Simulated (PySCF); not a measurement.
**Bond curve of AsO**

Set-up: PySCF, no relativity, basis sets As def2-TZVPPD, O def2-TZVPPD. Energies in eV from As + O in their ground configurations at the same level. State: ²Π (doublet), unpaired electrons π ↑.

All columns are r²SCAN. A positive dipole means As(−)O(+).

```tsv
R (Å)	E (eV)	μ (D)	Mulliken charge on As (basis-dependent)	HOMO (eV)	LUMO (eV)	Mayer bond order	⟨S²⟩
1.393	-2.937	-1.46	0.52	-4.20	-3.66	1.92	0.76
1.458	-4.077	-1.75	0.48	-4.42	-3.90	1.97	0.76
1.523	-4.708	-2.02	0.45	-4.64	-4.13	2.00	0.76
1.571	-4.937	-2.21	0.44	-4.80	-4.29	2.02	0.76
1.620	-5.012	-2.40	0.44	-4.95	-4.45	2.03	0.76
1.669	-4.968	-2.57	0.43	-5.10	-4.61	2.04	0.76
1.733	-4.773	-2.78	0.44	-5.29	-4.81	2.04	0.76
1.814	-4.383	-3.03	0.45	-5.51	-5.03	2.04	0.76
1.912	-3.789	-3.30	0.47	-5.74	-5.29	2.04	0.76
2.041	-2.909	-3.62	0.48	-6.01	-5.57	2.04	0.76
```

A fit through these points gives, at Re = 1.624 Å, μ = -2.41 D and dμ/dR = -3.63 D/Å; the reduced mass is 13.18 u.

Q: How strong is the fundamental in the double-harmonic approximation, I = 42.26·(dμ/dR)²/μred km/mol?

A: I = 42.26·(-3.63)²/13.18 = 42.3 km/mol at r²SCAN.

Spin–orbit coupling is left out. The state was picked by a PBE0 search and need not be the measured ground state.
